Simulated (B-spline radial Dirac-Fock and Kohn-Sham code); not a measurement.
## X-ray lines that fill the M3 vacancy in Ho²⁺

System: the Ho²⁺ ion, configuration [Xe] 4f11.

Input of the calculation (task.json; shells as n, l, electrons):

```json
{"items": [{
  "Z": 67,
  "q": 2,
  "cfg": [[1, 0, 2], [2, 0, 2], [2, 1, 6], [3, 0, 2], [3, 1, 6], [3, 2, 10], [4, 0, 2], [4, 1, 6], [4, 2, 10], [4, 3, 11], [5, 0, 2], [5, 1, 6]],
  "A": 165,
  "rrms": 5.2022,
  "do": ["binding", "quiet", "decay"],
  "holes": ["K", "L1", "L2", "L3", "M1", "M2", "M3", "M4", "M5", "N1", "N2", "N3", "N4", "N5"]
}]}
```

Command: `python xray_run.py task.json out`

These are calculated numbers from a radial finite-basis atomic code; the model is one-electron (LDA, Dirac) transition rates at Dirac-Fock energies.

```
 line  multipole  energy (eV)  rate (s⁻¹)  share (%)
M3-M4         E1        354.9    1.30e+11      0.493
M3-M5         E1        393.2    1.65e+12       6.23
M3-N1         E1       1306.8    4.37e+12       16.6
M3-N2         E2       1390.9    8.02e+09     0.0304
M3-N3         E2       1430.9    6.93e+09     0.0262
M3-N4         E1       1569.9    2.15e+12       8.14
M3-N5         E1       1577.1    1.73e+13       65.4
M3-O1         E1       1688.9    7.48e+11       2.83
M3-N6         E2       1740.8    1.16e+10     0.0437
M3-N7         E2       1741.9    6.77e+10      0.256
```

The listed lines hold 100.0 % of the radiative rate. The radiative width is 0.0174 eV in the length form and 0.0171 eV in the velocity form; the two differ because the transition energies are not eigenvalue differences of the potential that gave the orbitals.
